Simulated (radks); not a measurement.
Task: These are the eigenvalues of the occupied orbitals of an atom or ion with whole-number occupations (Ry). All-electron calculation, Dirac Kohn-Sham, PBE, spin-unpolarised, spherical densities, finite nucleus; Fermi nuclear charge, rms radius of each element as measured or else 0.836 A^(1/3) + 0.57 fm. Program: a radial shooting solver on a logarithmic mesh with Libxc functionals.

orbital  eigenvalue
1s1/2     -704.8893
2s1/2     -90.11319
2p1/2     -79.94851
2p3/2     -78.19443
3s1/2     -14.31057
3p1/2     -11.06827
3p3/2     -10.83399
3d3/2      -5.40729
3d5/2      -5.37576

Which element is it, and in what charge state? The configuration may be excited. Open shells, if any, fill j = l - 1/2 first.

Result: Z = 30, zinc, charge +4: Zn4+ in [Ar] 3d8. The list shows which subshells hold electrons but not how many an open one holds; the 1s level, -352.44 hartree, gives Z - s = 26.5 by -(Z - s)^2/2, which with screening and relativity narrows Z to a few neighbours, and the depths of the outer levels then fix element, charge and occupations together.
